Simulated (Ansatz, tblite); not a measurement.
Isomers of SeS$_{3}$⁻ (doublet), found by a short tight-binding search and relaxed with r2SCAN-D4/def2-SVPD in Ansatz.

The xTB rows come from tblite. Correlated methods freeze 24 core orbitals; core or outer-core shells of Se are correlated, in sets that lack core-valence functions. In CCSD on the charge -1 doublet the largest single amplitude is 0.34, so its Hartree–Fock determinant may place the open shell otherwise than the density functionals do.

Run but left out: HF/def2-SVPD, HF/def2-TZVPD, MP2/def2-SVPD (A: a determinant that CCSD turns far, T1 0.047).

A: At CCSD(T)/def2-SVPD T1 of the charge -1 doublet is large (up to 0.047), so the single-reference result is doubtful. B: At PBE-D4/def2-TZVPD the highest occupied level of the charge -1 doublet lies above zero (up to 0.06 eV). It is a level of α spin, whose loss leaves a singlet; that state wasn't run at this geometry and level. The electron is either unbound and held by the finite basis, or the level is raised by self-interaction error. At CCSD(T)/def2-SVPD T1 of the charge -1 doublet is large (up to 0.049), so the single-reference result is doubtful. At CCSD(T)/def2-SVPD the charge -1 doublet is spin-contaminated (final ⟨S²⟩ up to 0.85, 0.75 for a pure state).

Other spin states were run for one of them alone.

A:

```xyz
4

S    -0.540   -2.537    0.698
S     0.276    0.960    0.613
S     0.535    2.486   -0.663
Se   -0.271   -0.909   -0.648
```

B:

Cartesian coordinates in Å:
```
S -0.0851 1.4694 0.5498
S -1.5198 -0.3057 -0.2477
S -0.1990 -1.7050 -0.6622
Se 1.8039 0.5413 0.3600
```

Problem. Estimate their order by electronic energy at r2SCAN0-D4/def2-TZVPD, counted from the lowest.

Solution. A (0.00) < B (0.10), in eV.

Problem. Do the other levels pick the same lowest one?

Solution. Not PBE-D4/def2-TZVPD. Energies above each level's lowest (eV):

```
                level     A     B
             GFN1-xTB  0.00  0.49
             GFN2-xTB  0.00  0.24
    PBE-D4/def2-TZVPD  0.02  0.00
 r2SCAN-D4/def2-TZVPD  0.00  0.02
   PBE0-D4/def2-TZVPD  0.00  0.08
r2SCAN0-D4/def2-TZVPD  0.00  0.10
       CCSD/def2-SVPD  0.00  0.12
    CCSD(T)/def2-SVPD  0.00  0.00
```
Point groups (tolerance 0.1 Å): A Cs, B Cs. Lower isomers may exist.
